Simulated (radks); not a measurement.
Problem. Excited configurations of W I: one electron is placed in a higher orbital outside [Xe] 4f14 5d4 6s1. The ground configuration is [Xe] 4f14 5d4 6s2. Method: Dirac Kohn-Sham, LDA (Slater exchange, Perdew-Wang correlation), spin-unpolarised, spherical densities, finite nucleus; open shells are shared between the two j in proportion to 2j + 1; Fermi nuclear charge, rms radius 5.3658 fm; computed with a radial shooting solver on a logarithmic mesh with Libxc functionals. Excitation = E - E(ground); binding = E(ion) - E, where the ion is the core of charge +1; n* = 1/sqrt(2 binding) in atomic units, and the quantum defect is n - n*. Eigenvalue and <r> are those of j = l + 1/2.

outer orbital  excitation (eV)  binding (eV)     n*  quantum defect  eigenvalue (eV)  <r> (bohr)
5f                       8.207         0.918  3.849           1.151           -0.436       17.23
6p                       4.526         4.599  1.720           4.280           -2.093       4.656
6d                       7.527         1.598  2.918           3.082           -0.722       10.36
6f                       8.487         0.638  4.617           1.383           -0.370       29.06
7s                       6.578         2.547  2.311           4.689           -1.489       8.514
7p                       7.341         1.784  2.761           4.239           -0.994       11.50
7d                       8.137         0.989  3.710           3.290           -0.559       19.58

Estimate the row for 7f.

Solution. excitation (eV) 8.662; binding (eV) 0.463; n* 5.420; quantum defect 1.580; eigenvalue (eV) -0.291; <r> (bohr) 43.49. The Delta-SCF ionisation energy is 9.125 eV (NIST Atomic Spectra Database: 7.864 eV, measured). Self-interaction in the functional shifts the binding energies and quantum defects, so they are the method's values and not measured ones. Spin polarisation and multiplet splitting are left out, so open shells lie too high by an amount that depends on their filling. Sharing an open shell by 2j + 1 raises it above the true ground level by a part of the spin-orbit splitting, which enters the differences from NIST.

Beside tabulated values, note that spin-unpolarised runs miss the spin-polarisation part of the exchange energy of open shells.
